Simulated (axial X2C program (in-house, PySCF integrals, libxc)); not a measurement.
**Low determinants of VS at the PBE0 level, spin-free**

Calculated with an axial X2C code built on PySCF integrals. Spin-free means the one-electron spin-free X2C Hamiltonian. Basis: V dyall-cv3z [10s10p6d4f2g], S dyall-av3z [9s8p3d2f] (cores contracted in-house); Gaussian nuclei, density fitting, unrestricted open shells. Masses: V 50.944 u, S 31.972 u.

Search at 2.060 Å (vertical energies from the lowest determinant):

```tsv
ΔE (eV)	state	electrons beyond evenly filled partner blocks	electrons in σ, π, δ, φ
0.00	M_S = 3/2, Λ = 0	σα, δ+α, δ-α	21 16 2 0
0.69	M_S = 3/2, Λ = 3	σα, π+α, δ+α	21 17 1 0
0.79	M_S = 3/2, Λ = 1	σα, π-α, δ+α	21 17 1 0
0.93	M_S = 3/2, Λ = 1	π+α, δ+α, δ-α	20 17 2 0
1.11	M_S = 1/2, Λ = 0	σβ, δ+α, δ-α	21 16 2 0
1.41	M_S = 3/2, Λ = 2	π+α, π-α, δ+α	20 18 1 0
1.53	M_S = 1/2, Λ = 2	δ+α	22 16 1 0
```

Lowest determinant, M_S = 3/2, Λ = 0 (beyond evenly filled blocks: σα, δ+α, δ-α): Re = 2.043 Å, ωe = 557.4 cm⁻¹.

The determinant in row 2 of the search, M_S = 3/2, Λ = 3 (beyond evenly filled blocks: σα, π+α, δ+α), was followed along the bond at PBE0; measured from the minimum of the lowest determinant it gives:

Te = 0.691 eV (5575 cm⁻¹), Re = 2.075 Å, ωe = 504.1 cm⁻¹.

(1) Compare the bond of the determinant in row 2 with that of the lowest one.

The search compares states at one distance, so a state with another bond length can lie lower; it is not exhaustive and yields mostly the lowest determinant of each block pattern, so other components and higher states of one pattern are missing. These are energies of single determinants, not of spin-adapted states; PBE0 term energies can be off by some tenths of an eV, and the functional has no current term. Row 1 is spin-contaminated (⟨S²⟩ = 3.91 against 3.75), so its values are not those of a pure state. Row 2 is spin-contaminated (⟨S²⟩ = 3.96 against 3.75), so its values are not those of a pure state.

## Answers

(1) At PBE0 its Re is 0.032 Å longer and its force constant, which goes as ωe², is 0.82 times that of the lowest determinant. This determinant mixes spin states, so it has no term energy of its own.
